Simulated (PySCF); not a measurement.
**Ionisation energy along the 21-electron series**

Calculated with PySCF 2.14 and a two-component X2C-1e Hamiltonian (Gaussian nucleus, no Breit or QED terms), each ion in its own even-tempered basis scaled to its charge; GMP2 freezes [Ne] and drops the highest virtual spinors. Values in eV. NIST values: (m) measured, (s) semi-empirical, (t) theoretical.

```csv
ion,configuration,GHF (screened spin-orbit),NIST
Mn(4+),[Ar] 3d3,71.494,72.41 ± 0.1 (s)
Fe(5+),[Ar] 3d3,98.252,98.985 ± 0.015 (m)
Co(6+),[Ar] 3d3,125.11,128.9 ± 0.5 (s)
```

Between Z = 25 and Z = 27 the GHF (screened spin-orbit) value grows as Z to the power 7.27.
